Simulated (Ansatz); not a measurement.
Calculated with Ansatz (gas phase, PBE0-D4/def2-TZVP geometries, no zero-point term in ΔE). CBS: MP2 limit from def2 TZ/QZ plus the TZ coupled-cluster correction, frozen cores. This one scheme is used for every species. DFT in def2-TZVPP. B3LYP here is the variant with VWN-RPA as its local correlation; programs differ in this. Each species was taken in one conformer, which may not be the lowest.

`O[SiH](Cl)[SiH2][SiH3]` + NH₃ → `N[SiH](O)[SiH2][SiH3]` + HCl  (ligand exchange at the Si–Cl bond)

| level | ΔE (kcal/mol) |
| --- | --- |
| PBE0-D4 | 11.9 |
| B3LYP-D4 | 11.1 |

Task: What does CCSD(T)/CBS give? (Estimate.)

Result: Ansatz gave: +11.2 kcal/mol. The listed levels differ from it by 0.7, -0.1 kcal/mol.

Largest T1 diagnostic among the species: 0.013.

CCSD(T)/CBS has its own doubt, a few kJ/mol and more with outer-core shells, so smaller differences from it don't rank the levels.
